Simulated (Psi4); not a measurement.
A run for Psi4: SAPT0/aug-cc-pVDZ on CH7GaO (a complex), monomers drawn apart or pushed together.

```
memory 2025 MB

molecule dimer {
0 1
Ga   -0.06008883   -0.85086794    0.70335088
H    -1.29184569    0.02847900    0.26727584
H    -0.34587416   -2.20267583    1.47657984
H     1.33152400   -0.68724886   -0.02212534
--
0 1
C    -0.39292802    0.17128804    3.39381158
O     0.48837426    0.21858280    2.25637587
H    -0.46504034   -0.84349416    3.78710779
H    -1.36751623    0.49111405    3.03499846
H    -0.04273643    0.85869396    4.16381200
H     1.38602702   -0.01323974    2.52170235
units angstrom
symmetry c1
no_reorient
no_com
}

set {
  basis aug-cc-pVDZ
  scf_type df
  freeze_core true
}

energy('sapt0')
```

Output:

```
[...]
==> Input File <==

--------------------------------------------------------------------------
memory 2025 MB

molecule dimer {
0 1
Ga   -0.06008883   -0.85086794    0.70335088
H    -1.29184569    0.02847900    0.26727584
H    -0.34587416   -2.20267583    1.47657984
H     1.33152400   -0.68724886   -0.02212534
--
0 1
C    -0.39292802    0.17128804    3.39381158
O     0.48837426    0.21858280    2.25637587
H    -0.46504034   -0.84349416    3.78710779
H    -1.36751623    0.49111405    3.03499846
H    -0.04273643    0.85869396    4.16381200
H     1.38602702   -0.01323974    2.52170235
units angstrom
symmetry c1
no_reorient
no_com
}

set {
  basis aug-cc-pVDZ
  scf_type df
  freeze_core true
}

energy('sapt0')
--------------------------------------------------------------------------


   => Loading Basis Set <=

    Name: AUG-CC-PVDZ
    Role: ORBITAL
    Keyword: BASIS
    atoms 1         entry GA         line  2890 file aug-cc-pvdz.gbs
    atoms 2-4, 7-10 entry H          line    40 file aug-cc-pvdz.gbs
    atoms 5         entry C          line   182 file aug-cc-pvdz.gbs
    atoms 6         entry O          line   254 file aug-cc-pvdz.gbs

   => Loading Basis Set <=

    Name: AUG-CC-PVDZ
    Role: ORBITAL
    Keyword: BASIS
    atoms 1         entry GA         line  2890 file aug-cc-pvdz.gbs
    atoms 2-4, 7-10 entry H          line    40 file aug-cc-pvdz.gbs
    atoms 5         entry C          line   182 file aug-cc-pvdz.gbs
    atoms 6         entry O          line   254 file aug-cc-pvdz.gbs


  //>>>>>>>>>>>>>>>>>>>>>>>>>>>>>>>>>>>//
  //              Dimer HF             //
  //<<<<<<<<<<<<<<<<<<<<<<<<<<<<<<<<<<<//

   => Libint2 <=

    Primary   basis highest AM E, G, H:  7, 6, 3
    Auxiliary basis highest AM E, G, H:  7, 7, 4
    Onebody   basis highest AM E, G, H:  -, -, -
    Solid Harmonics ordering:            Gaussian


   => Loading Basis Set <=

    Name: AUG-CC-PVDZ
    Role: ORBITAL
    Keyword: BASIS
    atoms 1         entry GA         line  2890 file aug-cc-pvdz.gbs
    atoms 2-4, 7-10 entry H          line    40 file aug-cc-pvdz.gbs
    atoms 5         entry C          line   182 file aug-cc-pvdz.gbs
    atoms 6         entry O          line   254 file aug-cc-pvdz.gbs


         ---------------------------------------------------------
                                   SCF
               by Justin Turney, Rob Parrish, Andy Simmonett
                          and Daniel G. A. Smith
                              RHF Reference
                        1 Threads,   1931 MiB Core
         ---------------------------------------------------------

  ==> Geometry <==

    Molecular point group: c1
    Full point group: C1

    Geometry (in Angstrom), charge = 0, multiplicity = 1:

       Center              X                  Y                   Z               Mass
    ------------   -----------------  -----------------  -----------------  -----------------
         GA          -0.060088830000    -0.850867940000     0.703350880000    68.925573500000
         H           -1.291845690000     0.028479000000     0.267275840000     1.007825032230
         H           -0.345874160000    -2.202675830000     1.476579840000     1.007825032230
         H            1.331524000000    -0.687248860000    -0.022125340000     1.007825032230
         C           -0.392928020000     0.171288040000     3.393811580000    12.000000000000
         O            0.488374260000     0.218582800000     2.256375870000    15.994914619570
         H           -0.465040340000    -0.843494160000     3.787107790000     1.007825032230
         H           -1.367516230000     0.491114050000     3.034998460000     1.007825032230
         H           -0.042736430000     0.858693960000     4.163812000000     1.007825032230
         H            1.386027020000    -0.013239740000     2.521702350000     1.007825032230

  Running in c1 symmetry.

  Rotational constants: A =      0.24633  B =      0.05268  C =      0.04656 [cm^-1]
  Rotational constants: A =   7384.70644  B =   1579.20445  C =   1395.75928 [MHz]
  Nuclear repulsion =  203.708166598324794

  Charge       = 0
  Multiplicity = 1
  Electrons    = 52
  Nalpha       = 26
  Nbeta        = 26

  ==> Algorithm <==

  SCF Algorithm Type is DF.
  DIIS enabled.
  MOM disabled.
  Fractional occupation disabled.
  Guess Type is SAD.
  Energy threshold   = 1.00e-08
  Density threshold  = 1.00e-08
  Integral threshold = 1.00e-12

  ==> Primary Basis <==

  Basis Set: AUG-CC-PVDZ
    Blend: AUG-CC-PVDZ
    Number of shells: 67
    Number of basis functions: 145
    Number of Cartesian functions: 152
    Spherical Harmonics?: true
    Max angular momentum: 2

   => Loading Basis Set <=

    Name: (AUG-CC-PVDZ AUX)
    Role: JKFIT
    Keyword: DF_BASIS_SCF
    atoms 1         entry GA         line   936 file aug-cc-pvdz-jkfit.gbs
    atoms 2-4, 7-10 entry H          line    70 file aug-cc-pvdz-jkfit.gbs
    atoms 5         entry C          line   154 file aug-cc-pvdz-jkfit.gbs
 
[...]
       -236.2528468195584992
    Two-Electron Energy =                  81.1523614661647628
    Total Energy =                       -115.0612541428602356

Computation Completed


Properties will be evaluated at   0.000000,   0.000000,   0.000000 [a0]

Properties computed using the SCF density matrix


 Multipole Moments:

 ------------------------------------------------------------------------------------
     Multipole            Electronic (a.u.)      Nuclear  (a.u.)        Total (a.u.)
 ------------------------------------------------------------------------------------

 L = 1.  Multiply by 2.5417464519 to convert [e a0] to [Debye]
 Dipole X            :         -1.8389901            2.0034120            0.1644219
 Dipole Y            :         -6.3432646            6.1783930           -0.1648717
 Dipole Z            :        -97.4418312           98.1174094            0.6755782
 Magnitude           :                                                    0.7145790

 ------------------------------------------------------------------------------------

  Constructing Basis Sets for SAPT...

   => Loading Basis Set <=

    Name: (AUG-CC-PVDZ AUX)
    Role: RIFIT
    Keyword: DF_BASIS_SAPT
    atoms 1         entry GA         line   690 file aug-cc-pvdz-ri.gbs
    atoms 2-4, 7-10 entry H          line    30 file aug-cc-pvdz-ri.gbs
    atoms 5         entry C          line   112 file aug-cc-pvdz-ri.gbs
    atoms 6         entry O          line   204 file aug-cc-pvdz-ri.gbs

   => Loading Basis Set <=

    Name: (AUG-CC-PVDZ AUX)
    Role: JKFIT
    Keyword: DF_BASIS_ELST
    atoms 1         entry GA         line   936 file aug-cc-pvdz-jkfit.gbs
    atoms 2-4, 7-10 entry H          line    70 file aug-cc-pvdz-jkfit.gbs
    atoms 5         entry C          line   154 file aug-cc-pvdz-jkfit.gbs
    atoms 6         entry O          line   270 file aug-cc-pvdz-jkfit.gbs


  //>>>>>>>>>>>>>>>>>>>>>>>>>>>>>>>>>>>//
  //               SAPT0               //
  //<<<<<<<<<<<<<<<<<<<<<<<<<<<<<<<<<<<//



        SAPT0
    Ed Hohenstein
     6 June 2009

      Orbital Information
  --------------------------
    NSO        =       145
    NMO        =       145
    NRI        =       435
    NRI (Elst) =       590
    NOCC A     =        17
    NOCC B     =         9
    FOCC A     =         9
    FOCC B     =         2
    NVIR A     =       128
    NVIR B     =       136

    Elst10,r            =    -0.097670520945 [Eh]
    Exch10              =     0.116501739674 [Eh]
    Exch10 (S^2)        =     0.112297010956 [Eh]

    Maxiter = 50
    CPHF R converge = 1.000000E-08

    Iter     Energy [mEh]          dE [mEh]         Residual      Time [s]
       1     -19.42993890      19.429938905     2.000009e-02             0
       2     -23.15755053       3.727611628     4.833729e-03             0
       3     -23.28371971       0.126169173     9.901514e-04             0
       4     -23.21037497      -0.073344733     2.123411e-04             0
       5     -23.22194894       0.011573971     5.350909e-05             0
       6     -23.22032789      -0.001621059     7.906018e-06             1
       7     -23.22047546       0.000147579     9.855846e-07             1
       8     -23.22046301      -0.000012454     1.544008e-07             1
       9     -23.22046454       0.000001533     3.809406e-08             1
      10     -23.22046423      -0.000000316     9.094072e-09             1

    CHF Iterations converged

    Maxiter = 50
    CPHF R converge = 1.000000E-08

    Iter     Energy [mEh]          dE [mEh]         Residual      Time [s]
       1    -182.71313338     182.713133385     7.360626e-02             0
       2    -227.10822419      44.395090808     1.836583e-02             0
       3    -226.41236110      -0.695863093     4.578089e-03             0
       4    -225.73987603      -0.672485066     1.275725e-03             0
       5    -225.79761301       0.057736975     3.167304e-04             0
       6    -225.84206293       0.044449926     8.231939e-05             0
       7    -225.83304667      -0.009016269     2.489414e-05             0
       8    -225.83191782      -0.001128846     7.784575e-06             0
       9    -225.83258988       0.000672062     1.176485e-06             0
      10    -225.83256003      -0.000029848     2.847631e-07             0
      11    -225.83255210      -0.000007932     5.766010e-08             0
      12    -225.83255466       0.000002557     1.773574e-08             0
      13    -225.83255421      -0.000000444     4.472627e-09             0

    CHF Iterations converged

    Ind20,r (A<-B)      =    -0.023220464227 [Eh]
    Ind20,r (B<-A)      =    -0.225832554214 [Eh]
    Ind20,r             =    -0.249053018441 [Eh]
    Exch-Ind20,r (A<-B) =     0.020246754586 [Eh]
    Exch-Ind20,r (B<-A) =     0.182704166339 [Eh]
    Exch-Ind20,r        =     0.202950920924 [Eh]
    Disp20              =    -0.020374725469 [Eh]
    Disp20 (SS)         =    -0.010187362734 [Eh]
    Disp20 (OS)         =    -0.010187362734 [Eh]
    Exch-Disp20         =     0.004831923685 [Eh]
    Exch-Disp20 (SS)    =     0.002570881408 [Eh]
    Exch-Disp20 (OS)    =     0.002261042277 [Eh]

    SAPT Results
  --------------------------------------------------------------------------------------------------------
    Electrostatics                -97.67052094 [mEh]     -61.28917720 [kcal/mol]    -256.43391741 [kJ/mol]
      Elst10,r                    -97.67052094 [mEh]     -61.28917720 [kcal/mol]    -256.43391741 [kJ/mol]

    Exchange                      116.50173967 [mEh]      73.10594536 [kcal/mol]     305.87527537 [kJ/mol]
      Exch10                      116.50173967 [mEh]      73.10594536 [kcal/mol]     305.87527537 [kJ/mol]
      Exch10(S^2)                 112.29701096 [mEh]      70.46743825 [kcal/mol]     294.83576164 [kJ/mol]

    Induction                     -33.40808348 [mEh]     -20.96388888 [kcal/mol]     -87.71291109 [kJ/mol]
      Ind20,r                    -249.05301844 [mEh]    -156.28312854 [kcal/mol]    -653.88860983 [kJ/mol]
      Exch-Ind20,r                202.95092092 [mEh]     127.35362559 [kcal/mol]     532.84756948 [kJ/mol]
      delta HF,r (2)               12.69401404 [mEh]       7.96561407 [kcal/mol]      33.32812927 [kJ/mol]

    Dispersion                    -15.54280178 [mEh]      -9.75325537 [kcal/mol]     -40.80762046 [kJ/mol]
      Disp20                      -20.37472547 [mEh]     -12.78533326 [kcal/mol]     -53.49383435 [kJ/mol]
      Exch-Disp20                   4.83192369 [mEh]       3.03207789 [kcal/mol]      12.68621389 [kJ/mol]
      Disp20 (SS)                 -10.18736273 [mEh]      -6.39266663 [kcal/mol]     -26.74691717 [kJ/mol]
      Disp20 (OS)                 -10.18736273 [mEh]      -6.39266663 [kcal/mol]     -26.74691717 [kJ/mol]
      Exch-Disp20 (SS)              2.57088141 [mEh]       1.61325244 [kcal/mol]       6.74984821 [kJ/mol]
      Exch-Disp20 (OS)              2.26104228 [mEh]       1.41882545 [kcal/mol]       5.93636568 [kJ/mol]

  Total HF                        -14.57686475 [mEh]      -9.14712073 [kcal/mol]     -38.27155313 [kJ/mol]
  Total SAPT0                     -30.11966653 [mEh]     -18.90037610 [kcal/mol]     -79.07917359 [kJ/mol]

  Special recipe for scaled SAPT0 (see Manual):
    Electrostatics sSAPT0         -97.67052094 [mEh]     -61.28917720 [kcal/mol]    -256.43391741 [kJ/mol]
    Exchange sSAPT0               116.50173967 [mEh]      73.10594536 [kcal/mol]     305.87527537 [kJ/mol]
    Induction sSAPT0               -9.74660561 [mEh]      -6.11608736 [kcal/mol]     -25.58970950 [kJ/mol]
    Dispersion sSAPT0             -14.97946137 [mEh]      -9.39975392 [kcal/mol]     -39.32857041 [kJ/mol]
  Total sSAPT0                     -5.89484825 [mEh]      -3.69907312 [kcal/mol]     -15.47692195 [kJ/mol]
  --------------------------------------------------------------------------------------------------------



*** Psi4 exiting successfully. Buy a developer a beer!
```

The run finished.

Cost: roughly 29 core-seconds.
